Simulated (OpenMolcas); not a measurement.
## d7 ions of charge +3 down a group on the Y site of Cs2NaYCl6

* Program: OpenMolcas
* Method: CASSCF
* Spin-orbit coupling: RASSI with atomic mean-field integrals over the reference wave functions

The d shell is active. Each dopant is a cluster with its nearest anions in model potentials and point charges, with no relaxation. Distances were set from a Shannon-type radius of the metal (high-spin where two are listed) plus a fixed donor radius (Cl 1.76 Å), in hosts weighted 0.65 to 0.35 with the host's distance in the model lattice. Ligand basis ANO-RCC-VDZP, DKH2 Hamiltonian. States (labels of O, the rotations of Oh). Energies in cm-1 above the lowest state or level, χT in cm3 K/mol; under a threefold ground state the first gap can be a small split of the lowest multiplet, not the spin-orbit step. Spin-only χT is S(S+1) / 2 for the spin of the ground state.

```
 Ion  Shell  R (Å)   Metal basis  Ground state  First state of that spin  First gap with spin-orbit (degeneracies)  χT at 300 K  First state of another spin  Spin-only χT
Ni3+    3d7  2.451  ANO-RCC-VTZP           4T1                  4T2 5626                              454.7 (2, 4)        3.522                     2E 16858         1.875
Pd3+    4d7  2.555  ANO-RCC-VTZP           4T1                 4T2 11858                              464.6 (2, 4)        2.689                     2E 918.3         1.875
```

Every ion keeps the highest spin of its shell. χT departs most from the spin-only value for Ni3+, by +1.647 cm3 K/mol.

An orbital triplet at a regular site is open to Jahn-Teller coupling, which can distort the site and quench the lowest spin-orbit gaps and is left out. Without dynamic correlation the repulsion within the d shell is too large (B by tens of per cent), so at a given field states of lower spin stand too high. Ligand-to-metal charge-transfer states are missing. With no ligand orbital active B as a rule stays too high, so bands that hang on it stand too high and its fall with covalency is understated. CASSCF with metal d orbitals alone favours high spin, so a ground state of lower spin is not ruled out (holds for Ni3+). With metal d orbitals alone and no dynamic correlation the field as a rule comes out too small, by tens of per cent, by up to half for chloride and softer ligands, and with too little covalency χT stands high (holds for Ni3+). This shell can be high or low spin here, a state of another spin lies low, and with metal d orbitals alone active their balance is uncertain, so the ground spin may be wrong (holds for Pd3+). The least metal-like active orbital is 67 % on the metal (Löwdin) and no ligand orbital is active, so the numbers are rough, and ground spin, moment and any spin crossover can be artefacts of this space; highly charged d ions in such sites are as a rule low spin (holds for Pd3+). With metal d orbitals alone the field can be off either way by tens of per cent (holds for Pd3+). No measured value stands beside these numbers; the geometry was set by hand and not optimised.
